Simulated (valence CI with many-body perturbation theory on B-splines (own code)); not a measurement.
**Hf⁶⁵⁺: calculated level list**

Calculated by relativistic CI+MBPT: five valence electrons over a frozen Dirac-Fock core [He], radial functions for each j: 11 s, 11 p, 10 d, 8 f, 5 g, 2 h, with the one-electron correlation potential Σ1, the two-electron term Σ2, the three-electron term Σ3, Breit, model QED; selected CI, second order for the rest, scaled by the run's own slope (own B-spline code, finite nucleus).

No measured spectrum was set against this ion. As an estimate, large intervals hold to a few tenths of a per cent, small ones and those within an open d or f shell to about a per cent. Among the levels kept, up to 7400 cm⁻¹ of a level comes from second order outside the variational space, and about a tenth of that is noise between levels of different J, which matters for small intervals.

Levels 91 to 135 of 202, with energies above the lowest level, (2s^2 2p1/2^2 2p3/2) J=3/2. "Leading %" is the weight of the configuration and term that name the level; weights of strongly mixed levels are sums over their largest components and can fall short. In the jj column 3d3/2^4 stands for four electrons in 3d with j = 3/2. Lifetimes count E1, E2, E3, M1 and M2 decay at the calculated energies, and are blank where another channel may lead or the interval is too uncertain; long ones can be off by a factor of two.

| No. | Configuration | Term | J | E (eV) | Leading % | Lifetime | g | Leading jj |
| --- | --- | --- | --- | --- | --- | --- | --- | --- |
| 91 | 2s.2p3.3p | 6P | 3/2 | 11176 | 41 | 6.22 fs | 1.734 | 2s 2p1/2 2p3/2^2 3p1/2 (100 %) |
| 92 | 2s.2p3.3s | 4P° | 1/2 | 11184 | 84 | 7.31 fs | 2.325 | 2s 2p1/2 2p3/2^2 3s (99 %) |
| 93 | 2s.2p3.3p | 4F | 5/2 | 11188 | 29 | 3.21 fs | 1.339 | 2s 2p1/2 2p3/2^2 3p1/2 (100 %) |
| 94 | 2s.2p3.3s | 2S° | 1/2 | 11207 | 54 | 3.69 fs | 1.082 | 2s 2p1/2 2p3/2^2 3s (97 %) |
| 95 | 2s.2p3.3s | 4S° | 3/2 | 11210 | 39 | 7.49 fs | 1.459 | 2s 2p1/2 2p3/2^2 3s (99 %) |
| 96 | 2s.2p3.3s | 4P° | 3/2 | 11215 | 37 | 5.65 fs | 1.384 | 2s 2p1/2 2p3/2^2 3s (98 %) |
| 97 | 2s.2p3.3s | 2D° | 3/2 | 11218 | 60 | 5.67 fs | 1.056 | 2s 2p1/2 2p3/2^2 3s (99 %) |
| 98 | 2s.2p3.3s | 2D° | 5/2 | 11222 | 84 | 12.2 fs | 1.217 | 2s 2p1/2 2p3/2^2 3s (98 %) |
| 99 | 2s.2p3.3p | 2F | 7/2 | 11222 | 43 | 2.27 fs | 1.206 | 2s 2p1/2 2p3/2^2 3p1/2 (100 %) |
| 100 | 2s.2p3.3s | 2P° | 1/2 | 11242 | 94 | 8.40 fs | 0.717 | 2s 2p1/2 2p3/2^2 3s (99 %) |
| 101 | 2s.2p3.3p | 4P | 5/2 | 11258 | 52 | 4.04 fs | 1.422 | 2s 2p1/2 2p3/2^2 3p1/2 (100 %) |
| 102 | 2s.2p3.3p | 4D | 1/2 | 11286 | 70 | 5.72 fs | 0.279 | 2s 2p1/2 2p3/2^2 3p1/2 (100 %) |
| 103 | 2s.2p3.3p | 4P | 1/2 | 11302 | 52 | 2.09 fs | 1.538 | 2s 2p1/2 2p3/2^2 3p1/2 (99 %) |
| 104 | 2s.2p3.3p | 2P | 3/2 | 11305 | 28 | 2.31 fs | 1.037 | 2s 2p1/2 2p3/2^2 3p1/2 (99 %) |
| 105 | 2s2.2p2.3p | 4D° | 7/2 | 11313 | 64 | 133 fs | 1.304 | 2s^2 2p3/2^2 3p3/2 (98 %) |
| 106 | 2s.2p3.3p | 2F | 5/2 | 11313 | 61 | 3.42 fs | 0.973 | 2s 2p1/2 2p3/2^2 3p1/2 (99 %) |
| 107 | 2s2.2p2.3p | 2D° | 5/2 | 11313 | 51 | 88.3 fs | 1.301 | 2s^2 2p3/2^2 3p3/2 (97 %) |
| 108 | 2s2.2p2.3p | 2P° | 1/2 | 11314 | 52 | 58.2 fs | 1.251 | 2s^2 2p3/2^2 3p3/2 (97 %) |
| 109 | 2s.2p3.3p | 2D | 3/2 | 11316 | 35 | 2.24 fs | 1.084 | 2s 2p1/2 2p3/2^2 3p1/2 (99 %) |
| 110 | 2s.2p3.3p | 2P | 3/2 | 11357 | 40 | 3.47 fs | 1.175 | 2s 2p1/2 2p3/2^2 3p1/2 (99 %) |
| 111 | 2s.2p3.3p | 4P | 1/2 | 11358 | 41 | 4.65 fs | 1.872 | 2s 2p1/2 2p3/2^2 3p1/2 (99 %) |
| 112 | 2s2.2p2.3p | 2P° | 3/2 | 11362 | 61 | 89.2 fs | 1.301 | 2s^2 2p3/2^2 3p3/2 (98 %) |
| 113 | 2s2.2p2.3p | 2P° | 3/2 | 11388 | 60 | 107 fs | 1.313 | 2s^2 2p3/2^2 3p3/2 (98 %) |
| 114 | 2s2.2p2.3d | 2D | 3/2 | 11427 | 30 | 820 as | 1.164 | 2s^2 2p3/2^2 3d3/2 (98 %) |
| 115 | 2s2.2p2.3d | 4D | 5/2 | 11429 | 28 | 803 as | 1.142 | 2s^2 2p3/2^2 3d3/2 (96 %) |
| 116 | 2s2.2p2.3d | 2F | 7/2 | 11430 | 38 | 812 as | 1.081 | 2s^2 2p3/2^2 3d3/2 (98 %) |
| 117 | 2s2.2p2.3d | 4P | 1/2 | 11433 | 47 | 672 as | 1.630 | 2s^2 2p3/2^2 3d3/2 (97 %) |
| 118 | 2s2.2p2.3d | 2D | 3/2 | 11490 | 65 | 859 as | 0.835 | 2s^2 2p3/2^2 3d3/2 (94 %) |
| 119 | 2s2.2p2.3d | 2F | 7/2 | 11502 | 50 | 346 fs | 1.229 | 2s^2 2p3/2^2 3d5/2 (97 %) |
| 120 | 2s2.2p2.3d | 4F | 9/2 | 11503 | 64 | 4.53 ps | 1.234 | 2s^2 2p3/2^2 3d5/2 (97 %) |
| 121 | 2s2.2p2.3d | 2P | 1/2 | 11518 | 57 | 1.25 fs | 1.219 | 2s^2 2p3/2^2 3d5/2 (97 %) |
| 122 | 2p4.3s | 4P | 5/2 | 11520 | 50 | 8.06 fs | 1.453 | 2p1/2^2 2p3/2^2 3s (73 %) |
| 123 | 2p4.3s | 2P | 3/2 | 11533 | 49 | 3.87 fs | 1.200 | 2p1/2^2 2p3/2^2 3s (86 %) |
| 124 | 2s.2p3.3p | 6P | 7/2 | 11538 | 50 | 33.9 fs | 1.451 | 2s 2p1/2 2p3/2^2 3p3/2 (98 %) |
| 125 | 2s2.2p2.3d | 2D | 5/2 | 11541 | 46 | 758 as | 1.243 | 2s^2 2p3/2^2 3d5/2 (78 %) |
| 126 | 2s2.2p2.3d | 2P | 3/2 | 11544 | 40 | 503 as | 1.182 | 2s^2 2p3/2^2 3d5/2 (93 %) |
| 127 | 2s.2p3.3p | 4D | 5/2 | 11549 | 19 | 2.53 fs | 1.408 | 2s 2p1/2 2p3/2^2 3p3/2 (64 %) |
| 128 | 2s.2p3.3p | 4P | 1/2 | 11550 | 63 | 2.62 fs | 1.802 | 2s 2p1/2 2p3/2^2 3p3/2 (99 %) |
| 129 | 2s2.2p2.3d | 2D | 5/2 | 11578 | 65 | 891 as | 1.183 | 2s^2 2p3/2^2 3d5/2 (98 %) |
| 130 | 2s.2p3.3p | 4P | 3/2 | 11578 | 40 | 2.41 fs | 1.363 | 2s 2p1/2 2p3/2^2 3p3/2 (98 %) |
| 131 | 2s.2p3.3p | 4F | 9/2 | 11583 | 98 | 213 fs | 1.303 | 2s 2p1/2 2p3/2^2 3p3/2 (98 %) |
| 132 | 2s.2p3.3p | 4D | 7/2 | 11585 | 64 | 6.02 fs | 1.296 | 2s 2p1/2 2p3/2^2 3p3/2 (99 %) |
| 133 | 2p4.3s | 2S | 1/2 | 11592 | 59 | 6.72 fs | 1.933 | 2p1/2^2 2p3/2^2 3s (92 %) |
| 134 | 2s.2p3.3p | 2P | 3/2 | 11610 | 52 | 2.80 fs | 1.377 | 2s 2p1/2 2p3/2^2 3p3/2 (88 %) |
| 135 | 2s.2p3.3p | 2D | 5/2 | 11623 | 53 | 2.46 fs | 1.237 | 2s 2p1/2 2p3/2^2 3p3/2 (98 %) |
